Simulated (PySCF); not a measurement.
Si(H)2(Cl)(vinyl) (C2H5ClSi), SMILES C=C[SiH2]Cl. Coordinates come from a ωB97X-D3(BJ)/def2-SVP optimisation. One conformer was computed; it need not be the lowest.

Computed equilibrium geometry at ωB97X-D3(BJ)/def2-SVP (PySCF confirms it by a frequency run) as bond lengths and angles (one conformer of several):
Atoms: Si1 Cl2 C3 C4 H5 H6 H7 H8 H9. Bonds (Å): Si1–Cl2 2.073, Si1–C3 1.859, Si1–H5 1.487, Si1–H6 1.487, C3–C4 1.339, C3–H7 1.098, C4–H8 1.097, C4–H9 1.097. Angles (°): Cl2–Si1–C3 109.8, Cl2–Si1–H5 108.6, Cl2–Si1–H6 106.8, C3–Si1–H5 109.2, C3–Si1–H6 111.9, H5–Si1–H6 110.5, Si1–C3–C4 121.8, Si1–C3–H7 119.5, C4–C3–H7 118.7, C3–C4–H8 122.1, C3–C4–H9 121.8, H8–C4–H9 116.1.
Charge 0, spin multiplicity 1.
